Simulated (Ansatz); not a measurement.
Coupled-cluster diagnostics for Sn(OH)H3 (SnOH₄), Ansatz.

Geometry of the singlet (PBE0-D4/def2-TZVP):

Cartesian coordinates in Å:
```
Sn -0.4836 -0.0826 -0.0658
O 1.2449 0.6922 0.4747
H 1.9995 0.1829 0.1716
H -0.6096 -1.6486 0.6071
H -0.5373 -0.1489 -1.7729
H -1.6139 1.0050 0.5853
```

In the def2 sets Sn takes a core potential; there is no spin–orbit coupling. Correlated methods freeze 5 core orbitals; core or outer-core shells of Sn are correlated, in sets that lack core-valence functions.

Task: Estimate the CCSD(T) correlation energy, the shares of MP2 and (T), T1 and the reference's ⟨S²⟩ for: charge 0, singlet, own geometry in def2-TZVPP; charge 0, singlet, own geometry in def2-TZVPD; charge 1, doublet, vertical in def2-TZVPP; charge -1, doublet, vertical in def2-TZVPD; and the rough time on 4 threads of Intel Xeon on a shared host.

Result: 
| state | basis | correlation (eV) | MP2 share (%) | (T) share (%) | T1 | ⟨S²⟩ (pure) | wall time | remarks |
| --- | --- | --- | --- | --- | --- | --- | --- | --- |
| charge 0, singlet, own geometry | def2-TZVPP | -16.738 | 95.3 | 2.9 | 0.014 | 0.00 (0.00) | 21 s | – |
| charge 0, singlet, own geometry | def2-TZVPD | -16.533 | 95.0 | 2.9 | 0.014 | 0.00 (0.00) | 23 s | – |
| charge 1, doublet, vertical | def2-TZVPP | -15.344 | 91.9 | 2.8 | 0.044 | 0.76 (0.75) | 69 s | – |
| charge -1, doublet, vertical | def2-TZVPD | -17.067 | 94.6 | 3.2 | 0.044 | 0.75 (0.75) | 78 s | HOMO above zero |
Customary marks for T1 are 0.02 (closed shells), 0.045 (open shells) and about 0.05 (3d metals). T1 exceeds 0.02 in 2 of 4 rows and 0.045 in 0; the higher it lies, the less the single-reference result can be trusted.
